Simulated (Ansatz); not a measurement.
A nudged elastic band was laid between two geometries of FGeH3 + H2S (8 atoms, charge 0, multiplicity 1).

All numbers below come from Ansatz, RKS PBE/def2-SVP.

```yaml
movable_images: 7
climbing_image: yes
spring: 5.0 eV/Å²
optimiser: quadratic models (default)
start_path: through a guess of the saddle point
force_threshold: 0.03 eV/Å
iteration_limit: 60
end_points: relaxed
```

Image 0:

```xyz
8
Properties=species:S:1:pos:R:3
Ge 0.346 0.067 -0.210
F 0.067 -0.166 1.531
H 1.885 -0.030 -0.372
H -0.194 1.469 -0.570
H -0.385 -1.084 -0.938
S -3.220 0.108 1.113
H -3.287 -1.241 0.941
H -2.004 0.003 1.728
```

Image 8:

```xyz
8
Properties=species:S:1:pos:R:3
Ge -0.417 -0.079 -0.512
F -0.335 0.673 2.532
H 0.600 -0.947 0.257
H -0.078 1.425 -0.478
H -0.575 -0.578 -1.972
S -2.449 -0.218 0.516
H -2.366 -1.562 0.727
H -1.170 0.413 2.153
```

(1) What changes between the two ends?

(2) What energy profile does the band end with?

(3) What is the geometry of the highest image?

(4) What are the harmonic wavenumbers there?

The band took 17 iterations and of the order of 4 core-minutes.

Results:

(1) Bonds broken: Ge1–F2, S6–H8. Bonds formed: Ge1–S6, F2–H8. FGeH3 + H2S becomes FH + GeH4S.

(2) It converged. The highest image is number 3 of 0 to 8, 0.99 eV above the first end and 0.95 eV above the last; the last end lies 0.04 eV above the first. A vibrational analysis at the climbing image gives one clearly imaginary mode, 470i cm⁻¹: a first-order saddle point. The orbitals stay closed-shell, which can raise the energy where a bond breaks towards radicals; this wasn't checked here.

```tsv
image	path coordinate (Å)	energy (eV)	Ge1–F2 (Å)	S6–H8 (Å)	Ge1–S6 (Å)
0	0.00	0.00	1.78	1.37	3.80
1	0.61	0.04	1.78	1.37	3.49
2	1.22	0.41	1.84	1.40	3.01
3	1.83	0.99	2.08	1.63	2.62
4	2.28	0.70	2.41	1.85	2.43
5	2.73	0.32	2.76	1.98	2.33
6	3.17	0.10	3.08	2.11	2.29
7	3.62	0.05	3.17	2.17	2.28
8	4.07	0.04	3.14	2.17	2.28
```

(3) 
```xyz
8
Properties=species:S:1:pos:R:3:forces:R:3
Ge -0.203 0.050 -0.214 0.00 0.01 0.00
F -0.173 0.060 1.871 -0.01 -0.01 0.00
H 1.294 -0.319 0.014 0.00 0.00 0.00
H -0.343 1.530 -0.633 0.00 0.00 0.00
H -0.712 -0.972 -1.274 0.00 -0.01 0.00
S -2.620 0.033 0.809 -0.01 0.01 0.00
H -2.702 -1.327 0.838 0.00 0.00 0.00
H -1.332 0.073 1.813 0.01 0.00 0.00
```

(4) 470i, 131, 251, 334, 430, 481, 629, 632, 779, 837, 925, 981, 1084, 1329, 2035, 2051, 2122, 2619 cm⁻¹.

Run time: 2 min on 2 threads of Arm Neoverse V2, with other jobs on the host, peak memory 0.14 GiB.
